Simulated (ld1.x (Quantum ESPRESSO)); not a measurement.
## Plane-wave convergence, PAW potential for gadolinium

ld1.x (Quantum ESPRESSO) 7.5 input, shortened:

```
&input
   title='Gd', zed=64., rel=1, dft='PZ', iswitch=3,
   config='[Xe] 4f7 5d1 6s2 6p0'
 /
 &inputp
   pseudotype=3, lpaw=.true., tm=.true., lloc=-1, rcloc=3.15,
   nlcc=.false.,
   which_augfun='BESSEL', rmatch_augfun=1.15
 /
8
5S  1  0   2.00   0.00  1.75  2.45  0.0
6S  2  0   2.00   0.00  1.75  2.45  0.0
5P  2  1   6.00   0.00  2.50  2.85  0.0
6P  3  1   0.00   0.00  2.50  2.85  0.0
5D  3  2   1.00   0.00  2.55  3.15  0.0
5D  3  2   0.00   2.35  2.55  3.15  0.0
4F  4  3   7.00   0.00  1.35  1.45  0.0
4F  4  3   0.00   0.55  1.35  1.45  0.0
 &test
   configts(1)='4f7 5s2 5p6 5d1 6s2 6p0'
 /
```

The pseudo-atom Hamiltonian at the reference potential is diagonalised in spherical Bessel functions j_l(qr) that vanish at 20 bohr, with q² up to the cutoff. All-electron valence levels (Ry): 5s -3.6650, 6s -0.3142, 5p -2.0109, 6p -0.1025, 5d -0.1979, 4f -0.6541.

How do the lowest levels (Ry) of each channel move with the cutoff, and are there ghosts?

```json
{"cutoff (Ry)": "8", "s #1": "-3.6617", "s #2": "-0.2809", "p #1": "-2.0067", "p #2": "-0.0750", "d #1": "-0.1947", "d #2": "0.0497", "f #1": "0.0984", "f #2": "0.2060", "Σ f·Δε (mRy)": "5370.5"}
{"cutoff (Ry)": "18", "s #1": "-3.6649", "s #2": "-0.3143", "p #1": "-2.0109", "p #2": "-0.1022", "d #1": "-0.1981", "d #2": "0.0496", "f #1": "0.0983", "f #2": "0.2043", "Σ f·Δε (mRy)": "5268.0"}
{"cutoff (Ry)": "35", "s #1": "-3.6650", "s #2": "-0.3145", "p #1": "-2.0109", "p #2": "-0.1026", "d #1": "-0.1981", "d #2": "0.0496", "f #1": "-0.4293", "f #2": "0.0986", "Σ f·Δε (mRy)": "1574.1"}
{"cutoff (Ry)": "60", "s #1": "-3.6650", "s #2": "-0.3145", "p #1": "-2.0109", "p #2": "-0.1026", "d #1": "-0.1981", "d #2": "0.0496", "f #1": "-0.6491", "f #2": "0.0985", "Σ f·Δε (mRy)": "35.0"}
{"cutoff (Ry)": "100", "s #1": "-3.6650", "s #2": "-0.3145", "p #1": "-2.0109", "p #2": "-0.1026", "d #1": "-0.1981", "d #2": "0.0496", "f #1": "-0.6539", "f #2": "0.0985", "Σ f·Δε (mRy)": "1.7"}
{"cutoff (Ry)": "160", "s #1": "-3.6650", "s #2": "-0.3145", "p #1": "-2.0109", "p #2": "-0.1026", "d #1": "-0.1981", "d #2": "0.0496", "f #1": "-0.6541", "f #2": "0.0985", "Σ f·Δε (mRy)": "0.2"}
{"cutoff (Ry)": "400", "s #1": "-3.6650", "s #2": "-0.3145", "p #1": "-2.0109", "p #2": "-0.1026", "d #1": "-0.1981", "d #2": "0.0496", "f #1": "-0.6541", "f #2": "0.0985", "Σ f·Δε (mRy)": "0.0"}
```

Result: no extra level below or beside the all-electron valence levels (s, p, d, f tested); 10 mRy is reached at 70 Ry and 1 mRy at 120 Ry.

Test run stopped at test 3 of 9 (negative rho).
